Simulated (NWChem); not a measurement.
System: BeH2SeS; SMILES [SH][Be][SeH]

Here is an NWChem input.

```
start job
memory heap 200 mb stack 900 mb global 1100 mb
geometry units angstroms noautoz
  Be     0.022059    -0.663009     0.037511
  S     -0.050957    -2.565025     0.116953
  H      0.004614    -2.691683    -1.230234
  Se     0.134319     1.363746    -0.023908
  H     -1.334541     1.458739    -0.089184
end
basis spherical
  * library 6-31g*
end
dft
  xc slater vwn_5
  iterations 150
  mulliken
end
task dft energy
```

All runs use the structure optimised with PBE0/def2-SVP.

Q: Give the results of this calculation. (LDA (Slater exchange, VWN5)/6-31G* (spherical d).) Quantities: energy (Ha); highest occupied level (eV); orbital gap (eV); dipole (D).

A: The energy (Ha) comes out as -2810.44 and the highest occupied level (eV) is -6.32. The orbital gap (eV) is 4.84 and the dipole (D) comes out as 1.24.
